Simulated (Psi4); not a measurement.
Interaction energy of H4Ge ··· H2Se (SMILES [GeH4] and [SeH2]). Monomers: optimised at B3LYP-D3(BJ) (def2-TZVP), held rigid. Orientation: a higher rigid-body minimum at GFN2-xTB. Only R, the distance of the centres of mass, is varied, so the lowest point isn't the relaxed dimer.

Geometry at R = 4.40 Å (first 5 atoms: monomer A):
```
8

Ge     0.0000     0.0000     0.0000
H     -0.8434    -0.6033    -1.1330
H      0.1849     1.5049    -0.2449
H      1.3740    -0.6854     0.0362
H     -0.7155    -0.2163     1.3417
Se    -0.8408     4.3030     0.1562
H     -1.5739     5.4947     0.6084
H     -1.6496     3.4350     1.0247
```

- PBE/def2-TZVP, counterpoise-corrected (Psi4)
- PBE-D3(BJ)/def2-TZVP, counterpoise-corrected (Psi4)
- SAPT0/jun-cc-pVDZ, frozen core (Psi4)

Interaction energies in kJ/mol; the last columns give the difference from SAPT0:

```csv
R / Å,PBE/def2-TZVP,PBE-D3(BJ)/def2-TZVP,SAPT0/jun-cc-pVDZ,PBE/def2-TZVP − SAPT0/jun-cc-pVDZ,PBE-D3(BJ)/def2-TZVP − SAPT0/jun-cc-pVDZ
3.79,7.54,2.66,11.04,-3.49,-8.37
3.98,2.72,-1.66,4.51,-1.80,-6.17
4.21,0.01,-3.74,0.58,-0.57,-4.32
4.40,-0.89,-4.14,-0.83,-0.06,-3.32
4.56,-1.17,-4.03,-1.32,0.15,-2.71
4.84,-1.19,-3.42,-1.44,0.24,-1.98
5.11,-0.99,-2.69,-1.21,0.23,-1.48
5.38,-0.74,-2.03,-0.94,0.20,-1.09
5.93,-0.33,-1.05,-0.52,0.19,-0.53
6.57,-0.10,-0.48,-0.26,0.16,-0.21
7.63,-0.01,-0.15,-0.10,0.09,-0.05
8.89,0.00,-0.05,-0.03,0.03,-0.02
```

PBE/def2-TZVP is furthest from SAPT0/jun-cc-pVDZ at 3.79 (-3.49 kJ/mol, below); its mean absolute difference over the points is 0.60 kJ/mol.

PBE-D3(BJ)/def2-TZVP is furthest from SAPT0/jun-cc-pVDZ at 3.79 (-8.37 kJ/mol, below); its mean absolute difference over the points is 2.52 kJ/mol.
